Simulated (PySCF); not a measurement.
All values below come from B3LYP-D3(BJ)/def2-TZVP // M06-2X/def2-TZVP in PySCF. Gas-phase values, no solvent. B3LYP has the VWN-RPA correlation part, as in Gaussian. Delta-SCF ions had no search for a lower state. 

Reference species (SMILES): `B` (neutral, multiplicity 1).

```
Property                                   Value
--------------------------------------  --------
vertical ionisation energy (Delta-SCF)  13.18 eV
HOMO                                    -9.75 eV
LUMO                                    -2.22 eV
HOMO–LUMO gap                            7.53 eV
```

Changed species: `BC#C` (X = ethynyl; the reference has X = H).

**Question.** Predict the effect on the vertical ionisation energy (Delta-SCF), HOMO, LUMO and HOMO–LUMO gap.

**Answer.** the vertical ionisation energy (Delta-SCF) decreases by 2.65 eV, to 10.53 eV; the HOMO goes up by 1.87 eV, to -7.88 eV; the LUMO decreases by 0.36 eV, to -2.58 eV; the HOMO–LUMO gap falls by 2.23 eV, to 5.30 eV.
